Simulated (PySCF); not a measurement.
SMILES [Cl][Sc]([Cl])[Cl] (Cl3Sc), CAM-B3LYP/def2-SVP optimised geometry.

```
4

Sc    -0.56     0.00     0.00
Cl    -1.69     1.96     0.00
Cl    -1.69    -1.96     0.00
Cl     1.69     0.00     0.00
```

Density from CAM-B3LYP/def2-TZVP (PySCF) at that geometry.

Minimum of the electron density along straight lines between bonded atoms, close to the bond critical point (lines longer than 1.1 times the sum of covalent radii, or with two minima, are not listed):

```json
[
 {"bond": "Sc1–Cl2", "length / Å": "2.260", "ρ at the minimum / e bohr⁻³": "0.084", "∇²ρ there / e bohr⁻⁵": "0.27", "position (fraction from the first atom)": "0.46"},
 {"bond": "Sc1–Cl3", "length / Å": "2.260", "ρ at the minimum / e bohr⁻³": "0.085", "∇²ρ there / e bohr⁻⁵": "0.27", "position (fraction from the first atom)": "0.46"},
 {"bond": "Sc1–Cl4", "length / Å": "2.259", "ρ at the minimum / e bohr⁻³": "0.085", "∇²ρ there / e bohr⁻⁵": "0.27", "position (fraction from the first atom)": "0.46"}
]
```
